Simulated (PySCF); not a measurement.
# Computed records: AlBFH$_{2}$

Computed with PySCF 2.14.0. Calculation on a computer-drawn molecule: vertical ionisation energy to the stated ion spin, frozen-core CCSD(T) at the basis limit and cheaper methods, single-reference cases, UHF for radicals, no spin-orbit; all values are single points at the evaluated structure, the first of each entry, which is the reference or a displaced copy of it and isn't optimised; the reference structure only sets the zero of the energies above reference; triples share is (T) over the correlation energy.

Common to all runs: charge 1; multiplicity 1; ion multiplicity 2; diffuse functions no; basis cc-pV(n+d)Z; reference is the Hartree-Fock double-zeta minimum; best is HF at quadruple zeta + MP2 correlation extrapolated from triple and quadruple zeta + CCSD(T) minus MP2 at triple zeta; basis step is the size of the change from the same recipe one zeta lower.

(1) AlBFH$_{2}$

Evaluated structure:
```xyz
5
AlBFH2
B      1.0901    -2.8473    -0.2619
Al    -0.1032    -1.4243    -1.4411
F     -0.9497    -0.4048    -2.3283
H      0.8667    -2.9422     0.7470
H      1.8127    -3.4593    -0.9885
```

Reference structure:
```xyz
5
AlBFH2
B      1.0801    -2.8664    -0.3345
Al    -0.1340    -1.4328    -1.4675
F     -1.0254    -0.3798    -2.3002
H      0.8298    -2.9507     0.8211
H      1.8985    -3.4527    -0.9605
```

```
ionisation energy best                    : 17.78 eV
ionisation energy basis step              : 0.01544 eV
energy above reference best               : 8.187 kcal/mol
energy above reference basis step         : 0.008479 kcal/mol
ionisation energy Koopmans at triple zeta : 17.69 eV
ionisation energy EOM CCSD at triple zeta : 17.78 eV
total energy HF triple zeta               : -367.0119 hartree
total energy CCSD(T) triple zeta          : -367.4400 hartree
total energy best                         : -367.5101 hartree
T1 diagnostic at triple zeta              : 0.0135
D1 diagnostic at triple zeta              : 0.02891
ion T1 diagnostic at triple zeta          : 0.01931
ion D1 diagnostic at triple zeta          : 0.05911
ion spin squared at triple zeta           : 0.7611
triples share at triple zeta              : 0.02815
basis functions triple zeta               : 127
```

Drawn bonds:
```tsv
atom	other atom	order
1	2	1
2	3	1
1	4	1
1	5	1
```

Triple zeta:
```tsv
method	ionisation energy (eV)	energy above reference (kcal/mol)
HF	16.81	7.656
PBE	17.53	9.066
r2SCAN	17.49	8.355
B3LYP	17.74	7.929
wB97X	17.68	8.392
MP2	17.56	8.194
CCSD	17.67	8.21
CCSD(T)	17.68	8.347
```

(2) AlBFH$_{2}$

Evaluated structure:
```xyz
5
AlBFH2
B      1.0901    -2.8473    -0.2619
Al    -0.1032    -1.4243    -1.4411
F     -0.9980    -0.3466    -2.3789
H      0.8667    -2.9422     0.7470
H      1.8127    -3.4593    -0.9885
```

Reference structure:
```xyz
5
AlBFH2
B      1.0801    -2.8664    -0.3345
Al    -0.1340    -1.4328    -1.4675
F     -1.0254    -0.3798    -2.3002
H      0.8298    -2.9507     0.8211
H      1.8985    -3.4527    -0.9605
```

```
ionisation energy best                    : 17.88 eV
ionisation energy basis step              : 0.02614 eV
energy above reference best               : 10.43 kcal/mol
energy above reference basis step         : 0.4154 kcal/mol
ionisation energy Koopmans at triple zeta : 17.82 eV
ionisation energy EOM CCSD at triple zeta : 17.88 eV
total energy HF triple zeta               : -367.0054 hartree
total energy CCSD(T) triple zeta          : -367.4365 hartree
total energy best                         : -367.5066 hartree
T1 diagnostic at triple zeta              : 0.01481
D1 diagnostic at triple zeta              : 0.03179
ion T1 diagnostic at triple zeta          : 0.02145
ion D1 diagnostic at triple zeta          : 0.06555
ion spin squared at triple zeta           : 0.7624
triples share at triple zeta              : 0.02922
basis functions triple zeta               : 127
```

Drawn bonds:
```tsv
atom	other atom	order
1	2	1
2	3	1
1	4	1
1	5	1
```

Triple zeta:
```tsv
method	ionisation energy (eV)	energy above reference (kcal/mol)
HF	16.94	11.69
PBE	17.59	10.07
r2SCAN	17.57	10.49
B3LYP	17.81	9.882
wB97X	17.77	10.71
MP2	17.65	10.16
CCSD	17.77	10.73
CCSD(T)	17.77	10.53
```

(3) AlBFH$_{2}$

Evaluated structure:
```xyz
5
AlBFH2
B      1.0901    -2.8473    -0.2619
Al    -0.1032    -1.4243    -1.4411
F     -1.0702    -0.2597    -2.4546
H      0.8667    -2.9422     0.7470
H      1.8127    -3.4593    -0.9885
```

Reference structure:
```xyz
5
AlBFH2
B      1.0801    -2.8664    -0.3345
Al    -0.1340    -1.4328    -1.4675
F     -1.0254    -0.3798    -2.3002
H      0.8298    -2.9507     0.8211
H      1.8985    -3.4527    -0.9605
```

```
ionisation energy best                    : 17.99 eV
ionisation energy basis step              : 0.05997 eV
energy above reference best               : 21.73 kcal/mol
energy above reference basis step         : 1.049 kcal/mol
ionisation energy Koopmans at triple zeta : 18 eV
ionisation energy EOM CCSD at triple zeta : 17.99 eV
total energy HF triple zeta               : -366.9834 hartree
total energy CCSD(T) triple zeta          : -367.4186 hartree
total energy best                         : -367.4886 hartree
T1 diagnostic at triple zeta              : 0.01695
D1 diagnostic at triple zeta              : 0.03618
ion T1 diagnostic at triple zeta          : 0.02452
ion D1 diagnostic at triple zeta          : 0.06269
ion spin squared at triple zeta           : 0.7767
triples share at triple zeta              : 0.03088
basis functions triple zeta               : 127
```

Drawn bonds:
```tsv
atom	other atom	order
1	2	1
2	3	1
1	4	1
1	5	1
```

Triple zeta:
```tsv
method	ionisation energy (eV)	energy above reference (kcal/mol)
HF	17.1	25.49
PBE	17.62	19.41
r2SCAN	17.64	21.45
B3LYP	17.87	20.59
wB97X	17.87	22.08
MP2	17.78	21.2
CCSD	17.87	22.51
CCSD(T)	17.87	21.78
```

(4) AlBFH$_{2}$

Evaluated structure:
```xyz
5
AlBFH2
B      1.0901    -2.8473    -0.2619
Al    -0.1032    -1.4243    -1.4411
F     -1.0728    -0.2565    -2.4573
H      0.8667    -2.9422     0.7470
H      1.8127    -3.4593    -0.9885
```

Reference structure:
```xyz
5
AlBFH2
B      1.0801    -2.8664    -0.3345
Al    -0.1340    -1.4328    -1.4675
F     -1.0254    -0.3798    -2.3002
H      0.8298    -2.9507     0.8211
H      1.8985    -3.4527    -0.9605
```

```
ionisation energy best                    : 17.99 eV
ionisation energy basis step              : 0.06413 eV
energy above reference best               : 22.26 kcal/mol
energy above reference basis step         : 1.072 kcal/mol
ionisation energy Koopmans at triple zeta : 18.01 eV
ionisation energy EOM CCSD at triple zeta : 18 eV
total energy HF triple zeta               : -366.9825 hartree
total energy CCSD(T) triple zeta          : -367.4178 hartree
total energy best                         : -367.4877 hartree
T1 diagnostic at triple zeta              : 0.01704
D1 diagnostic at triple zeta              : 0.03634
ion T1 diagnostic at triple zeta          : 0.02466
ion D1 diagnostic at triple zeta          : 0.06136
ion spin squared at triple zeta           : 0.7786
triples share at triple zeta              : 0.03094
basis functions triple zeta               : 127
```

Drawn bonds:
```tsv
atom	other atom	order
1	2	1
2	3	1
1	4	1
1	5	1
```

Triple zeta:
```tsv
method	ionisation energy (eV)	energy above reference (kcal/mol)
HF	17.1	26.1
PBE	17.62	19.86
r2SCAN	17.64	21.96
B3LYP	17.87	21.1
wB97X	17.88	22.61
MP2	17.79	21.73
CCSD	17.88	23.05
CCSD(T)	17.87	22.3
```

(5) AlBFH$_{2}$

Evaluated structure:
```xyz
5
AlBFH2
B      1.0640    -2.8678    -0.2978
Al    -0.1138    -1.4285    -1.4754
F     -1.0131    -0.3544    -2.2949
H      0.8490    -2.9368     0.8051
H      1.9020    -3.4710    -0.9228
```

Reference structure:
```xyz
5
AlBFH2
B      1.0801    -2.8664    -0.3345
Al    -0.1340    -1.4328    -1.4675
F     -1.0254    -0.3798    -2.3002
H      0.8298    -2.9507     0.8211
H      1.8985    -3.4527    -0.9605
```

```
ionisation energy best                    : 17.91 eV
ionisation energy basis step              : 0.01968 eV
energy above reference best               : 1.372 kcal/mol
energy above reference basis step         : 0.08376 kcal/mol
ionisation energy Koopmans at triple zeta : 17.87 eV
ionisation energy EOM CCSD at triple zeta : 17.91 eV
total energy HF triple zeta               : -367.0217 hartree
total energy CCSD(T) triple zeta          : -367.4511 hartree
total energy best                         : -367.5210 hartree
T1 diagnostic at triple zeta              : 0.0139
D1 diagnostic at triple zeta              : 0.02988
ion T1 diagnostic at triple zeta          : 0.02021
ion D1 diagnostic at triple zeta          : 0.06286
ion spin squared at triple zeta           : 0.7612
triples share at triple zeta              : 0.02864
basis functions triple zeta               : 127
```

Drawn bonds:
```tsv
atom	other atom	order
1	2	1
2	3	1
1	4	1
1	5	1
```

Triple zeta:
```tsv
method	ionisation energy (eV)	energy above reference (kcal/mol)
HF	16.97	1.462
PBE	17.63	1.44
r2SCAN	17.6	1.414
B3LYP	17.85	1.292
wB97X	17.8	1.437
MP2	17.69	1.287
CCSD	17.8	1.403
CCSD(T)	17.81	1.388
```

(6) AlBFH$_{2}$

Evaluated structure:
```xyz
5
AlBFH2
B      1.0773    -2.8721    -0.3403
Al    -0.1360    -1.4472    -1.4672
F     -1.0227    -0.3806    -2.3011
H      0.8330    -2.9628     0.8182
H      1.9273    -3.4822    -0.9882
```

Reference structure:
```xyz
5
AlBFH2
B      1.0801    -2.8664    -0.3345
Al    -0.1340    -1.4328    -1.4675
F     -1.0254    -0.3798    -2.3002
H      0.8298    -2.9507     0.8211
H      1.8985    -3.4527    -0.9605
```

```
ionisation energy best                    : 17.87 eV
ionisation energy basis step              : 0.01961 eV
energy above reference best               : 0.6787 kcal/mol
energy above reference basis step         : 0.02075 kcal/mol
ionisation energy Koopmans at triple zeta : 17.84 eV
ionisation energy EOM CCSD at triple zeta : 17.87 eV
total energy HF triple zeta               : -367.0224 hartree
total energy CCSD(T) triple zeta          : -367.4522 hartree
total energy best                         : -367.5221 hartree
T1 diagnostic at triple zeta              : 0.01385
D1 diagnostic at triple zeta              : 0.02975
ion T1 diagnostic at triple zeta          : 0.02009
ion D1 diagnostic at triple zeta          : 0.06204
ion spin squared at triple zeta           : 0.7616
triples share at triple zeta              : 0.02877
basis functions triple zeta               : 127
```

Drawn bonds:
```tsv
atom	other atom	order
1	2	1
2	3	1
1	4	1
1	5	1
```

Triple zeta:
```tsv
method	ionisation energy (eV)	energy above reference (kcal/mol)
HF	16.94	1.06
PBE	17.58	0.3339
r2SCAN	17.55	0.609
B3LYP	17.8	0.7226
wB97X	17.75	0.6447
MP2	17.66	0.7439
CCSD	17.76	0.7162
CCSD(T)	17.77	0.6557
```

(7) AlBFH$_{2}$

Evaluated structure:
```xyz
5
AlBFH2
B      1.1240    -2.7810    -0.3088
Al    -0.1605    -1.4469    -1.4919
F     -0.9186    -0.4035    -2.2767
H      0.8476    -2.8957     0.7668
H      2.0770    -3.4052    -0.8905
```

Reference structure:
```xyz
5
AlBFH2
B      1.0801    -2.8664    -0.3345
Al    -0.1340    -1.4328    -1.4675
F     -1.0254    -0.3798    -2.3002
H      0.8298    -2.9507     0.8211
H      1.8985    -3.4527    -0.9605
```

```
ionisation energy best                    : 17.79 eV
ionisation energy basis step              : 0.01032 eV
energy above reference best               : 8.944 kcal/mol
energy above reference basis step         : 0.4471 kcal/mol
ionisation energy Koopmans at triple zeta : 17.74 eV
ionisation energy EOM CCSD at triple zeta : 17.79 eV
total energy HF triple zeta               : -367.0129 hartree
total energy CCSD(T) triple zeta          : -367.4389 hartree
total energy best                         : -367.5089 hartree
T1 diagnostic at triple zeta              : 0.01245
D1 diagnostic at triple zeta              : 0.0264
ion T1 diagnostic at triple zeta          : 0.01802
ion D1 diagnostic at triple zeta          : 0.05349
ion spin squared at triple zeta           : 0.7648
triples share at triple zeta              : 0.02749
basis functions triple zeta               : 127
```

Drawn bonds:
```tsv
atom	other atom	order
1	2	1
2	3	1
1	4	1
1	5	1
```

Triple zeta:
```tsv
method	ionisation energy (eV)	energy above reference (kcal/mol)
HF	16.83	7.017
PBE	17.54	10.06
r2SCAN	17.5	8.896
B3LYP	17.75	9.126
wB97X	17.69	8.781
MP2	17.6	9.428
CCSD	17.69	8.675
CCSD(T)	17.7	9.026
```

(8) AlBFH$_{2}$

Evaluated structure:
```xyz
5
AlBFH2
B      1.1240    -2.7810    -0.3088
Al    -0.1605    -1.4469    -1.4919
F     -0.9186    -0.4035    -2.2767
H      0.8476    -2.8957     0.7668
H      2.2126    -3.4940    -0.9733
```

Reference structure:
```xyz
5
AlBFH2
B      1.0801    -2.8664    -0.3345
Al    -0.1340    -1.4328    -1.4675
F     -1.0254    -0.3798    -2.3002
H      0.8298    -2.9507     0.8211
H      1.8985    -3.4527    -0.9605
```

```
ionisation energy best                    : 17.49 eV
ionisation energy basis step              : 0.007299 eV
energy above reference best               : 21.45 kcal/mol
energy above reference basis step         : 0.5509 kcal/mol
ionisation energy Koopmans at triple zeta : 17.44 eV
ionisation energy EOM CCSD at triple zeta : 17.49 eV
total energy HF triple zeta               : -366.9908 hartree
total energy CCSD(T) triple zeta          : -367.4191 hartree
total energy best                         : -367.4890 hartree
T1 diagnostic at triple zeta              : 0.01276
D1 diagnostic at triple zeta              : 0.02665
ion T1 diagnostic at triple zeta          : 0.03246
ion D1 diagnostic at triple zeta          : 0.1369
ion spin squared at triple zeta           : 0.7942
triples share at triple zeta              : 0.02802
basis functions triple zeta               : 127
```

Drawn bonds:
```tsv
atom	other atom	order
1	2	1
2	3	1
1	4	1
1	5	1
```

Triple zeta:
```tsv
method	ionisation energy (eV)	energy above reference (kcal/mol)
HF	16.43	20.86
PBE	17.24	21.52
r2SCAN	17.2	21.23
B3LYP	17.41	21.69
wB97X	17.39	21.56
MP2	17.33	22.58
CCSD	17.38	21.28
CCSD(T)	17.4	21.45
```

(9) AlBFH$_{2}$

Evaluated structure:
```xyz
5
AlBFH2
B      1.1240    -2.7810    -0.3088
Al    -0.1605    -1.4469    -1.4919
F     -0.9186    -0.4035    -2.2767
H      0.8476    -2.8957     0.7668
H      2.2752    -3.5350    -1.0115
```

Reference structure:
```xyz
5
AlBFH2
B      1.0801    -2.8664    -0.3345
Al    -0.1340    -1.4328    -1.4675
F     -1.0254    -0.3798    -2.3002
H      0.8298    -2.9507     0.8211
H      1.8985    -3.4527    -0.9605
```

```
ionisation energy best                    : 17.28 eV
ionisation energy basis step              : 0.002745 eV
energy above reference best               : 28.91 kcal/mol
energy above reference basis step         : 0.5704 kcal/mol
ionisation energy Koopmans at triple zeta : 17.22 eV
ionisation energy EOM CCSD at triple zeta : 17.28 eV
total energy HF triple zeta               : -366.9776 hartree
total energy CCSD(T) triple zeta          : -367.4073 hartree
total energy best                         : -367.4771 hartree
T1 diagnostic at triple zeta              : 0.01299
D1 diagnostic at triple zeta              : 0.0269
ion T1 diagnostic at triple zeta          : 0.03066
ion D1 diagnostic at triple zeta          : 0.1282
ion spin squared at triple zeta           : 0.79
triples share at triple zeta              : 0.0283
basis functions triple zeta               : 127
```

Drawn bonds:
```tsv
atom	other atom	order
1	2	1
2	3	1
1	4	1
1	5	1
```

Triple zeta:
```tsv
method	ionisation energy (eV)	energy above reference (kcal/mol)
HF	16.13	29.17
PBE	17.05	28.56
r2SCAN	16.99	28.67
B3LYP	17.21	29.2
wB97X	17.18	29.33
MP2	17.09	30.47
CCSD	17.17	28.81
CCSD(T)	17.2	28.88
```

(10) AlBFH$_{2}$

Evaluated structure:
```xyz
5
AlBFH2
B      1.1240    -2.7810    -0.3088
Al    -0.1605    -1.4469    -1.4919
F     -0.9186    -0.4035    -2.2767
H      0.8476    -2.8957     0.7668
H      2.4629    -3.6580    -1.1261
```

Reference structure:
```xyz
5
AlBFH2
B      1.0801    -2.8664    -0.3345
Al    -0.1340    -1.4328    -1.4675
F     -1.0254    -0.3798    -2.3002
H      0.8298    -2.9507     0.8211
H      1.8985    -3.4527    -0.9605
```

```
ionisation energy best                    : 16.59 eV
ionisation energy basis step              : 1.242e-05 eV
energy above reference best               : 52.39 kcal/mol
energy above reference basis step         : 0.5308 kcal/mol
ionisation energy Koopmans at triple zeta : 16.36 eV
ionisation energy EOM CCSD at triple zeta : 16.59 eV
total energy HF triple zeta               : -366.9345 hartree
total energy CCSD(T) triple zeta          : -367.3700 hartree
total energy best                         : -367.4397 hartree
T1 diagnostic at triple zeta              : 0.01416
D1 diagnostic at triple zeta              : 0.03048
ion T1 diagnostic at triple zeta          : 0.02079
ion D1 diagnostic at triple zeta          : 0.06574
ion spin squared at triple zeta           : 0.7725
triples share at triple zeta              : 0.02941
basis functions triple zeta               : 127
```

Drawn bonds:
```tsv
atom	other atom	order
1	2	1
2	3	1
1	4	1
1	5	1
```

Triple zeta:
```tsv
method	ionisation energy (eV)	energy above reference (kcal/mol)
HF	15.16	56.22
PBE	16.39	51.26
r2SCAN	16.28	52.56
B3LYP	16.49	53.21
wB97X	16.39	54.66
MP2	16.25	55.81
CCSD	16.45	52.63
CCSD(T)	16.51	52.29
```
